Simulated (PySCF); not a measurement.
Species: C7H6FN3.
Numbering: `[CH3:1][c:2]1[n:3][n:4][n:5]2[c:6]([F:7])[cH:8][cH:9][cH:10][c:11]12`

Structure used (GFN2-xTB), in Å, numbered top down from 1:
```
atom  x, y, z in Å
C1    -2.789   -0.374    0.029
C2    -1.536    0.414   -0.066
N3    -1.517    1.737   -0.242
N4    -0.312    2.183   -0.293
N5     0.516    1.153   -0.150
C6     1.871    1.138   -0.138
F7     2.481    2.312   -0.290
C8     2.553   -0.025    0.021
C9     1.840   -1.237    0.177
C10    0.476   -1.240    0.168
C11   -0.208   -0.026    0.002
H12   -2.841   -0.893    0.986
H13   -3.638    0.296   -0.061
H14   -2.833   -1.118   -0.765
H15    3.630   -0.009    0.027
H16    2.394   -2.152    0.302
H17   -0.096   -2.146    0.285
```

NICS is the negative of the GIAO shielding at a point without a nucleus: at the ring centre (0) and 1 Å above and below it (1); zz is the component along the ring normal. Level: GIAO PBE0/pcSseg-1 (PySCF, non-relativistic, gas phase) on the GFN2-xTB geometry, one conformer.

Rings: 1. C2–N3–N4–N5–C11; 2. N5–C6–C8–C9–C10–C11.

```
set  NICS(0)  NICS(1), two faces  NICS(1)zz, two faces
  P    -15.8       -15.6 / -15.6         -39.7 / -39.7
  Q     -9.1         -9.4 / -9.4         -21.7 / -21.7
```

Task: Which set (ppm) belongs to which ring?

Result: P = 1, Q = 2.
- 1 (5-membered ring with 3 N; formal bonds all aromatic): mean NICS(1)zz -39.7 ppm, shielded. For a flat ring without four-coordinate atoms the NICS criterion counts such a value as aromatic, though in fused rings the probe also feels the neighbouring ring.
- 2 (6-membered ring with N; formal bonds all aromatic): mean NICS(1)zz -21.7 ppm, shielded. For a flat ring without four-coordinate atoms the NICS criterion counts such a value as aromatic, though in fused rings the probe also feels the neighbouring ring.

Task: How do the rings differ in shape?

Result: 
| ring | bond lengths (Å) | rms pucker (Å) | HOMA | nearest outside atom to a NICS(1) probe (Å) |
| --- | --- | --- | --- | --- |
| 1 | 1.336, 1.286, 1.329, 1.392, 1.401 | 0.00 | 0.90 | carbon 2.68 |
| 2 | 1.355, 1.357, 1.415, 1.364, 1.403, 1.392 | 0.00 | 0.83 | hydrogen 2.65 |

HOMA = 1 − mean of α(R − Ropt)² over the ring bonds, with Krygowski's 1993 parameters (CC: Ropt 1.388 Å, α 257.7 Å⁻²; CN: Ropt 1.334 Å, α 93.52 Å⁻²; NN: Ropt 1.309 Å, α 130.33 Å⁻²).

On one thread of an Arm Neoverse V2, shared host with 32 logical CPUs at a one-minute load of 6.4, this took 38 s wall (with the writing of density and orbital grids) and 1.0 GiB of memory at its peak. This is the whole shielding run at PBE0/pcSseg-1, SCF included.
